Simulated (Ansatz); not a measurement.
Reaction (hydrogenolysis of the Si–F bond): `O=C=N[SiH2]F` + H₂ → `O=C=N[SiH3]` + H–F

Gas-phase electronic energies from Ansatz, PBE0-D4/def2-TZVP geometries. CBS: MP2 limit from def2 TZ/QZ plus the TZ coupled-cluster correction, frozen cores. This one scheme is used for every species. Functionals use def2-TZVPP. B3LYP here is the variant with VWN-RPA as its local correlation; programs differ in this. HSE06 is defined as in plane-wave codes. One conformer a species, not always the lowest.

`O=C=N[SiH2]F`:

Cartesian coordinates in Å:
```
O -2.878 -0.474 0.727
C -1.792 -0.199 0.420
N -0.686 0.114 0.096
Si 0.972 0.172 -0.249
F 1.623 -1.244 0.071
H 1.153 0.449 -1.687
H 1.609 1.180 0.620
```

H₂:

Cartesian coordinates in Å:
```
H -0.111 0.207 -0.290
H 0.111 -0.207 0.290
```

`O=C=N[SiH3]`:

```xyz
7

O     0.936   -2.643   -1.146
C     0.576   -1.627   -0.705
N     0.208   -0.588   -0.254
Si   -0.319    0.900    0.390
H    -1.796    0.969    0.294
H     0.292    2.003   -0.389
H     0.102    0.986    1.808
```

H–F:

Cartesian coordinates in Å:
```
F 0.311 -0.181 0.286
H -0.311 0.181 -0.286
```

```
           level  ΔE (kJ/mol)  difference from CCSD(T)/CBS
     LDA (SPW92)        117.5                         -6.3
          B97M-V        130.8                          7.0
         PBE0-D4        116.5                         -7.3
        B3LYP-D4        126.4                          2.6
      r2SCAN0-D4        127.1                          3.3
        HSE06-D4        116.1                         -7.7
    CAM-B3LYP-D4        128.1                          4.3
         ωB97X-V        124.7                          0.9
        PBE-QIDH        120.5                         -3.3
     HF/def2-SVP        106.2                        -17.6
    MP2/def2-SVP        115.6                         -8.2
   CCSD/def2-SVP        108.0                        -15.8
CCSD(T)/def2-SVP        109.3                        -14.5
  MP2/def2-TZVPP        127.0                          3.2
 CCSD/def2-TZVPP        121.2                         -2.6
   HF/def2-QZVPP        126.8                          3.0
     CCSD(T)/CBS        123.8                            0
```

Largest T1 diagnostic among the species: 0.016.

From r2SCAN to r2SCAN0 (25 % exact exchange), in def2-TZVPP and without D4, ΔE moves by −4.2 kJ/mol. Leaving LDA and LC-ωPBE aside and taking each functional with its dispersion term where it has one, the values, not all of them listed here, spread over 15.2 kJ/mol, from HSE06-D4 to r2SCAN-D4.
